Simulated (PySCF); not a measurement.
## A survey of ¹⁷O NMR shifts

Isolated molecule, no relativistic terms, fast rotation and ring inversion assumed for equivalent nuclei, single conformer. Coordinates at the GFN2-xTB level; GIAO PBE0/pcSseg-1 shieldings; PySCF 2.14.

Shieldings were converted by a linear fit to measured shifts: ¹⁷O (scatter 10.7 ppm rms, 12.2 ppm with the 3 outliers that the fit left out vs liquid water, solution or neat liquid). A few per cent of atoms miss by over 2 rms, more outside the fitted compound classes.

Question: Give the ¹⁷O shifts of `O=C1CC[C@@H](OC(F)F)C1`, `C=CC(=C)OC=O`, `C[SiH2][Si@@](C)(O)N[SiH2]N`, `CO[C@]1(CCl)CC(=O)CCO1`, `O=[P@@H]1CCc2ccccc21`, `CO[SiH2]O[C@@H](C)C[SiH3]`, `O=[P@@H]1C[C@@H]1c1ccccc1`.

Answer: 
| compound | environment | δ (ppm) |
| --- | --- | --- |
| [O:1]=[C:2]1[CH2:3][CH2:4][C@@H:5]([O:6][CH:7]([F:8])[F:9])[CH2:10]1 | O1: ketone oxygen | 569.5 |
| [O:1]=[C:2]1[CH2:3][CH2:4][C@@H:5]([O:6][CH:7]([F:8])[F:9])[CH2:10]1 | O6: ether oxygen | 86.5 |
| [CH2:1]=[CH:2][C:3](=[CH2:4])[O:5][CH:6]=[O:7] | O7: ester carbonyl oxygen | 372.7 |
| [CH2:1]=[CH:2][C:3](=[CH2:4])[O:5][CH:6]=[O:7] | O5: ester alkoxy oxygen | 181.4 |
| C[SiH2][Si@@](C)(O)N[SiH2]N | oxygen bonded to Si, H | 2.5 |
| [CH3:1][O:2][C@:3]1([CH2:4][Cl:5])[CH2:6][C:7](=[O:8])[CH2:9][CH2:10][O:11]1 | O8: ketone oxygen | 584.5 |
| [CH3:1][O:2][C@:3]1([CH2:4][Cl:5])[CH2:6][C:7](=[O:8])[CH2:9][CH2:10][O:11]1 | O11: ether oxygen | 36.4 |
| [CH3:1][O:2][C@:3]1([CH2:4][Cl:5])[CH2:6][C:7](=[O:8])[CH2:9][CH2:10][O:11]1 | O2: ether oxygen | 11.7 |
| O=[P@@H]1CCc2ccccc21 | P=O oxygen | 40.7 |
| [CH3:1][O:2][SiH2:3][O:4][C@@H:5]([CH3:6])[CH2:7][SiH3:8] | O4: oxygen bonded to C, Si | 19.3 |
| [CH3:1][O:2][SiH2:3][O:4][C@@H:5]([CH3:6])[CH2:7][SiH3:8] | O2: oxygen bonded to C, Si | -35.1 |
| O=[P@@H]1C[C@@H]1c1ccccc1 | P=O oxygen | -24.0 |
